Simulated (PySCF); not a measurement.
Sb(OMe)3, C3H9O3Sb.
Bonds: Sb1–O2, Sb1–O7, Sb1–O12, O2–C3, O7–C8, O12–C13. Hydrogens: H4, H5, H6 on C3; H9, H10, H11 on C8; H14, H15, H16 on C13.

Method used: PBE0-D3(BJ)/def2-SVP geometry optimisation, gas phase, def2 core potentials past Kr in PySCF 2.14.0.

Question: How far are the bound atoms from Sb1?

Answer: 3 atoms: O7 1.983 Å, O12 1.984 Å, O2 1.984 Å. The nearest atom not counted as bound is C3, at 2.99 Å (others tie with it).

Question: What is the shape at Sb1?

Answer: Pyramidal: angles 97.2°, 97.2° and 97.1°, sum 291.6°, 0.99 Å off the plane of its three neighbours.

Question: What are the other bond lengths?

Answer: O2–C3, O7–C8, O12–C13 1.403 Å; C3–H4 and 8 like bonds 1.104 Å.

Question: Give some angles away from the centre.

Answer: Sb1–O2–C3 123.3°.

Charge 0, singlet. No PBE0-D3(BJ)/def2-SVP frequencies stand behind this structure, so it isn't proved a minimum.

The run took 5.5 min of wall time on an Arm Neoverse V2 with one thread, on a shared host, and the process peaked at 0.61 GiB of memory. This is the geometry optimisation.

One conformer stands for the species.
